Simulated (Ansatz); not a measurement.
`C#[C][SnH]([CH3])[F]` + CH₃SH → `C[S][SnH]([CH3])[F]` + `C#C` at 600 K and 1 bar (ligand exchange at the Sn–C bond).

Computed with Ansatz on PBE0-D4/def2-TZVP structures; ΔE is electronic, products minus reactants. CCSD(T)/CBS adds triple-zeta CCSD(T) − MP2 to the extrapolated MP2 energy (def2 sets, frozen cores). This one scheme is used for every species. def2 core potentials past Kr. For Sn outer-core shells are correlated without core-valence functions, which leaves a few kJ/mol of doubt a bond. One conformer a species, not always the lowest.

| species | CCSD(T)/CBS energy (Eh) | H − E (kJ/mol) | S (J/(mol·K)) |
| --- | --- | --- | --- |
| `C#[C][SnH]([CH3])[F]` | -430.95503 | 232.8 | 473.2 |
| CH₃SH | -438.22835 | 152.3 | 296.8 |
| `C[S][SnH]([CH3])[F]` | -791.97424 | 294.9 | 520.7 |
| `C#C` | -77.22717 | 96.2 | 235.4 |

H − E and S are ideal-gas, rigid-rotor, harmonic terms from PBE0-D4/def2-TZVP, for one conformer and one mirror image of each species. 1 Eh = 2625.50 kJ/mol, R = 8.31446 J/(mol·K).

By hand: ΔE, ΔH, ΔS and ΔG.

ΔE = (-791.97424) + (-77.22717) − (-430.95503) − (-438.22835) = -0.01803 Eh = -47.3 kJ/mol. Δ(H − E) = 294.9 + 96.2 − 232.8 − 152.3 = 6.0, so ΔH = -41.3 kJ/mol. ΔS = 520.7 + 235.4 − 473.2 − 296.8 = -13.9 J/(mol·K). ΔG = -41.3 − 600 × (-13.9)/1000 = -33.0 kJ/mol.

By hand: the equilibrium constant, and the temperature at which ΔG would vanish if ΔH and ΔS stayed fixed.

log₁₀ K = −ΔG/(RT ln 10) = 2.9. ΔG = 0 at ΔH/ΔS = 2971 K, far beyond where these terms or the molecules hold.

The number of gas molecules stays the same, so ΔS is small and ΔH decides. A doubt of 5 kJ/mol in ΔE shifts log₁₀ K by 0.4 here. Other conformers and mirror images would add mixing entropy, several J/(mol·K) or more a flexible species. Modes under 60 cm⁻¹, often nearly free rotors, make the harmonic entropy too high. These are equilibria of isolated gas molecules and say nothing of rates. Largest T1 diagnostic: 0.013 (customary marks: 0.02 for closed shells, 0.045 for open ones).
